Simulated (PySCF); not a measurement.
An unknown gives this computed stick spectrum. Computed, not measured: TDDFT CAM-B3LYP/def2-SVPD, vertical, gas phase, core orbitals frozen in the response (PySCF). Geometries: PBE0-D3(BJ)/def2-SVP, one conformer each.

| state | λ (nm) | f |
| --- | --- | --- |
| S1 | 253.3 | 0.036 |
| S2 | 227.3 | 0.0045 |
| S3 | 225.5 | 0.188 |
| S4 | 188.3 | 0.474 |
| S5 | 182.7 | 0.443 |
| S6 | 173.8 | 0.0001 |

Orbital energies (eV): HOMO-3 -11.68, HOMO-2 -10.50, HOMO-1 -9.16, HOMO -8.84, LUMO -0.89, LUMO+1 0.39, LUMO+2 1.13.

**Question.** Which candidate is it? All have the formula C8H7FO.
A. `O=Cc1ccc(CF)cc1`
B. `Cc1cccc(C(=O)F)c1`
C. `CC(=O)c1ccccc1F`

**Answer.** B. Its S1, at 4.89 eV, is the highest among the candidates; the nearest of the others has S1 at 4.06 eV. S1 is HOMO→LUMO (74%), HOMO-1→LUMO+1 (13%), HOMO-1→LUMO (8%). Löwdin shares by element: HOMO carbon 67% or more (atoms not listed hold the other 33%); LUMO carbon 44% or more, oxygen 14% (atoms not listed hold the other 42%). At the same level the other candidates give, for their lowest levels:
- `CC(=O)c1ccccc1F`: 305 nm (f 0.000); 250 nm (f 0.038); 225 nm (f 0.218); 187 nm (f 0.242); 184 nm (f 0.017); T1 3.57 eV; HOMO -8.84, LUMO -0.78 eV
- `O=Cc1ccc(CF)cc1`: 317 nm (f 0.000); 247 nm (f 0.013); 234 nm (f 0.331); 194 nm (f 0.212); 189 nm (f 0.000); HOMO -8.86, LUMO -0.93 eV

Conformer computed: `[CH3:1][c:2]1[cH:3][cH:4][cH:5][c:6]([C:7](=[O:8])[F:9])[cH:10]1`: C5–C6–C7–O8 179°.
Triplets come from the Tamm–Dancoff approximation.
